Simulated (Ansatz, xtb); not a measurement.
Isomers of C3H3ClN2O in order of energy

5 gas-phase structures of C3H3ClN2O, from a drawn sample of its isomers (lower ones may exist). Each was relaxed with GFN2-xTB:

A. `On1cc(Cl)cn1`, a singlet
B. `Oc1cn[nH]c1Cl`, a singlet
C. `On1ccc(Cl)n1`, a singlet
D. `On1nccc1Cl`, a singlet
E. `Oc1c[nH]nc1Cl`, a singlet

Which do you expect lowest at r2SCAN-D4/def2-SVP, and how would the others follow?

Calculated order at r2SCAN-D4/def2-SVP: E (0.000), B (0.120), C (1.497), A (1.559), D (1.602) eV.

Energies above the lowest of each column, in eV; the last columns are at B3LYP/def2-SVP geometries and were run for some of them only (a dash: not run or not comparable):

```tsv
structure	GFN2-xTB	HF/STO-3G	r2SCAN-D4/def2-SVP	B3LYP/def2-SVP	CCSD(T)/def2-SVP + ΔMP2/def2-TZVPP
E	0.000	0.000	0.000	0.000	0.000
B	0.070	0.080	0.120	0.118	0.100
C	1.089	0.965	1.497	1.466	1.483
A	1.116	0.985	1.559	–	–
D	1.183	1.078	1.602	–	–
```

Every level run on E puts it lowest or level with the lowest. Flexible structures stand in one conformer each, not always the lowest. Frequencies (GFN2-xTB) were run for B, C, E alone. ΔMP2 is the change of the MP2 energy from the smaller to the larger basis.

Over these structures GFN2-xTB departs from r2SCAN-D4/def2-SVP by 0.191 eV on average once a common shift is removed. A GFN2-xTB relaxation took about 0.087 s and the r2SCAN-D4/def2-SVP energy about 4.2 s on a shared host (Ansatz 0.2.0, xtb 6.7.1).
